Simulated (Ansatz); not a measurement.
`C#CCCCCCCC`, charge 0, multiplicity 1.

Give a relaxed structure at PBE0-D4/def2-TZVP (Ansatz 0.2.0). (Estimate.)

The calculation gave: 
Cartesian coordinates in Å:
```
C -0.762 -2.708 1.564
C -1.071 -2.404 0.444
C -1.443 -2.006 -0.903
C -2.036 -0.594 -0.974
C -1.142 0.488 -0.386
C 0.211 0.613 -1.068
C 1.056 1.771 -0.551
C 1.390 1.711 0.937
C 2.128 0.449 1.352
H -0.489 -2.986 2.554
H -2.167 -2.725 -1.300
H -0.560 -2.075 -1.546
H -2.247 -0.372 -2.026
H -2.997 -0.592 -0.452
H -1.667 1.448 -0.448
H -1.002 0.283 0.680
H 0.771 -0.321 -0.952
H 0.060 0.741 -2.147
H 1.991 1.806 -1.121
H 0.536 2.713 -0.760
H 1.997 2.587 1.188
H 0.472 1.807 1.527
H 3.037 0.311 0.758
H 2.424 0.495 2.403
H 1.511 -0.443 1.226
```
This is one stationary point; other conformers may exist.
